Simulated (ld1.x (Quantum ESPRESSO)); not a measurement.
## Zr (Z = 40): PAW pseudisation with PBE, scalar-relativistic reference atom.

Zr (Z = 40), PAW, made with ld1.x (Quantum ESPRESSO) 7.5 (PBE, scalar-relativistic). Core [Ar] 3d10, reference 4s2 4p6 4d2 5s2 5p0. Waves: 4s (bound): rcut 1.55, rcutus 1.85 bohr; 5s (bound): rcut 1.55, rcutus 1.85 bohr; 4p (bound): rcut 2.15, rcutus 2.60 bohr; 5p (bound, empty): rcut 2.15, rcutus 2.60 bohr; 4d (bound): rcut 2.40, rcutus 2.85 bohr; 4d channel at 3 Ry: rcut 2.40, rcutus 2.85 bohr; 4f channel at 0.05 Ry: rcut 1.85, rcutus 2.25 bohr; 4f channel at 2.65 Ry: rcut 1.85, rcutus 2.25 bohr. Local part: all-electron potential smoothed inside 1.50 bohr (lloc = -1). Core correction: Bessel-smoothed model core inside 1.05 bohr. Augmentation charge: PSQ, inside the norm-conserving radii.

All-electron outer shells of the reference configuration (PBE, scalar-relativistic, ld1.x):

```
shell  level (eV)  outermost node (bohr)  outermost maximum (bohr)
   3p     -317.66                   0.18                      0.40
   3d     -174.71                      –                      0.35
   4s      -54.50                   0.55                      1.08
   4p      -32.46                   0.56                      1.17
   5s       -4.44                   1.47                      3.15
   4d       -3.60                   0.58                      1.59
   5p       -1.47                   1.70                      4.15
```

Does the generator finish with these settings?

Yes, a potential is produced and its reference levels are reproduced.

Is the overlap operator S = 1 + Σ q|β⟩⟨β| positive definite (Bessel basis up to 400 Ry)?

No: its lowest eigenvalue is -0.577, in the p channel, so the generalised eigenproblem breaks down once the basis is large enough.

Its largest configuration-test error is -1.7 meV (4s2 4p6 4d2 5s0 5p0). Test run stopped at test 3 of 7 (negative rho).

The ghost test of this file was not conclusive. Its overlap operator is not positive definite in a basis up to 400 Ry (lowest eigenvalue s -0.44, p -0.58), so the file is unfit for use: the generalised eigenproblem breaks down once the basis is large enough, and its test numbers describe a broken file.
